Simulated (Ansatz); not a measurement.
(H2Ga-mu-OH)2 (Ga2O2H6): single points at one geometry.

```yaml
crystal:
  periodic: [false, false, false]
  atoms:
    - {symbol: Ga, position_ang: [-0.700332, -1.197578, 0.666520]}
    - {symbol: H, position_ang: [0.233604, -2.207890, 1.436647]}
    - {symbol: H, position_ang: [-2.266520, -1.266631, 0.498474]}
    - {symbol: O, position_ang: [-0.139176, 0.653630, 1.027073]}
    - {symbol: Ga, position_ang: [0.698892, 1.198031, -0.667063]}
    - {symbol: H, position_ang: [-0.237266, 2.206938, -1.436272]}
    - {symbol: H, position_ang: [2.265213, 1.269290, -0.500835]}
    - {symbol: O, position_ang: [0.139245, -0.653648, -1.026902]}
    - {symbol: H, position_ang: [-0.246738, 1.169022, 1.840203]}
    - {symbol: H, position_ang: [0.253059, -1.171164, -1.837836]}
basis:
  gaussian: {orbitals: def2-TZVPD, initial_orbitals: start.molden}
hamiltonian: {xc: pbe, dispersion: d4}
scf: {omitted_lower_state_checks: [starts]}
output: {orbitals: {seedname: orbitals}}
```

The file start.molden holds the orbitals of an earlier run on this structure, at another level or in another basis.

```sh
$ ansatz run in.yaml --threads 2 --pin off --events-out ev --progress --plain --max-ram 4352MiB
```

It prints (some lines left out):

```
Functional definition: PBE
1426 factors; their error is unknown
mean field evaluation 1: about -108931.2872 eV, gradient 1.7e1 eV
mean field evaluation 2: about -108931.5573 eV, gradient 3.3e-1 eV
mean field evaluation 4: about -108931.5187 eV, gradient 2.0e-1 eV
mean field -108931.51878212 eV, -4003.1594788077 hartree, gradient 8.5e-5 eV, S^2 0.000000; 0 other end points of the search recorded, 0 dependent functions left out
reference -108931.51884700 eV, -4003.1594811919 hartree; 42, 42 occupied and 200, 200 virtual orbitals, 1426 factors
Total energy: -108931.75336722 eV, -4003.1680996511 hartree
Checks for a lower state left out: starts
```

It took 5.5 s on 2 threads of Arm Neoverse V2 on a shared host.

The first input with `gaussian: {orbitals: def2-TZVP, initial_orbitals: start.molden}`, `hamiltonian: {xc: {name: PBE-QIDH}}` and without the key `output` (abridged; 8.5 s):

```
Functional definition: PBE-QIDH
mean field -108905.30999696 eV, -4002.1963237178 hartree, gradient 2.5e-6 eV, S^2 0.000000
20 core orbitals not correlated: weight in the atoms' cores, before any rotation towards them, 1.000 or more for the frozen orbitals, at most 0.000 for the correlated occupied ones
second order -29.11483391 eV of doubles, -0.00000000 eV of singles
Total energy: -108915.01495623 eV, -4002.5529743928 hartree
Checks for a lower state left out: starts
```

As the first input, with `gaussian: {orbitals: STO-3G}`, `hamiltonian: {xc: hf}` (abridged; 0.3 s):

```
Functional definition: HF
mean field -107567.82317843 eV, -3953.0445897180 hartree, gradient 6.5e-5 eV, S^2 0.000000
Total energy: -107567.82317843 eV, -3953.0445897180 hartree
Checks for a lower state left out: starts
```

First input, but with `gaussian: {orbitals: def2-TZVP, initial_orbitals: start.molden}`, `hamiltonian: {xc: {name: B2PLYP}}` and without the key `output` (abridged; 9 s):

```
Functional definition: B2PLYP
mean field -108920.96321789 eV, -4002.7715689769 hartree, gradient 2.9e-6 eV, S^2 0.000000
20 core orbitals not correlated: weight in the atoms' cores, before any rotation towards them, 1.000 or more for the frozen orbitals, at most 0.000 for the correlated occupied ones
second order -31.47613871 eV of doubles, -0.00000000 eV of singles
Total energy: -108929.46196621 eV, -4003.0838922169 hartree
Checks for a lower state left out: starts
```

As the first input, with `gaussian: {orbitals: def2-TZVP, initial_orbitals: start.molden}`, `correlation: {method: ccsd_t}` and without the key `hamiltonian` (abridged; 2.8 min):

```
Functional definition: HF
mean field -108842.27573466 eV, -3999.8798573045 hartree, gradient 2.4e-6 eV, S^2 0.000000
20 core orbitals not correlated: weight in the atoms' cores, before any rotation towards them, 1.000 or more for the frozen orbitals, at most 0.000 for the correlated occupied ones
second order -25.78565078 eV of doubles, -0.00000000 eV of singles
cycle   1  -25.20565169 eV  change    5.8e-1 eV  update   1.3e-1
cycle   2  -26.08227126 eV  change   -8.8e-1 eV  update   3.9e-2
cycle   3  -26.22487757 eV  change   -1.4e-1 eV  update   1.8e-2
cycle   4  -26.20526512 eV  change    2.0e-2 eV  update   3.7e-3
cycle   5  -26.20523186 eV  change    3.3e-5 eV  update   1.5e-3
cycle   6  -26.20572624 eV  change   -4.9e-4 eV  update   3.6e-4
cycle   7  -26.20552683 eV  change    2.0e-4 eV  update   1.4e-4
cycle   8  -26.20548609 eV  change    4.1e-5 eV  update   3.6e-5
perturbative correction -0.93880086 eV, -0.0345002954 hartree
Total energy: -108869.42002161 eV, -4000.8773914509 hartree
Checks for a lower state left out: starts
```

First input, but with `gaussian: {orbitals: def2-SVP, initial_orbitals: start.molden}`, `hamiltonian: {xc: pbe0, dispersion: d4}` (abridged; 2.9 s):

```
Functional definition: PBE0
mean field -108915.42683046 eV, -4002.5681104917 hartree, gradient 2.3e-5 eV, S^2 0.000000
Total energy: -108915.62556225 eV, -4002.5754137500 hartree
Checks for a lower state left out: starts
```

As the first input, with `gaussian: {orbitals: def2-TZVP, initial_orbitals: start.molden}`, `hamiltonian: {xc: {name: wB97M-V}}` (abridged; 17 s):

```
Functional definition: wB97M-V
mean field -108944.92415892 eV, -4003.6521173184 hartree, gradient 1.8e-5 eV, S^2 0.000000
Total energy: -108944.92421810 eV, -4003.6521194931 hartree
Checks for a lower state left out: starts
```

Geometry: PBE-D4/def2-SVP.

Correlated methods freeze 20 core orbitals; core or outer-core shells of Ga are correlated, in sets that lack core-valence functions.
